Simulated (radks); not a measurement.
Neutral vanadium inside a hard spherical wall (all orbitals vanish at R), configuration held at [Ar] 3d3 4s2 and not refilled when levels cross. Method: non-relativistic Kohn-Sham, PBE, spin-polarised, spherical densities, point nucleus; open shells are filled with parallel spins first; computed with a radial shooting solver on a logarithmic mesh with Libxc functionals. Eigenvalues in eV for spin up, with the zero of energy where the potential of the charges vanishes at infinity; a dash marks a level that is unbound or too diffuse for the functional's potential to be trusted. A positive occupied level is held by the wall or, in an anion where self-interaction has pushed it up, behind a barrier. The pressure on the wall is -dE/dV.

R (bohr)  E (hartree)  kinetic (hartree)    e(3s)    e(3p)   e(3d)   e(4s)  e(4p, empty)  e(5s, empty)  pressure (GPa)
free       -943.64879            942.827  -70.092  -44.832  -6.196  -4.913        -1.584             -               0
20         -943.64879            942.827  -70.092  -44.832  -6.196  -4.913        -1.584             -        < 0.0001
15         -943.64879            942.827  -70.091  -44.831  -6.196  -4.913        -1.581         0.270        < 0.0001
12         -943.64870            942.828  -70.082  -44.822  -6.186  -4.905        -1.553         0.812         0.00157
10         -943.64801            942.835  -70.028  -44.768  -6.135  -4.863        -1.448         1.812          0.0198
8          -943.64216            942.875  -69.750  -44.490  -5.869  -4.631        -1.005         4.452           0.256
6          -943.59430            943.114  -68.521  -43.268  -4.721  -3.422         0.902        12.604            3.76
4          -943.14345            944.736  -63.280  -38.130   0.245   4.213        11.078        46.385            89.2
3.5        -942.70463            946.151  -60.098  -35.032   3.464  10.577        18.900        69.246             235
3          -941.77408            949.083  -55.038  -30.062   8.940  22.977        33.406        108.61             709
1.5        -911.27974           1032.954   26.322   55.575  101.77  299.77        311.79        730.93           85100
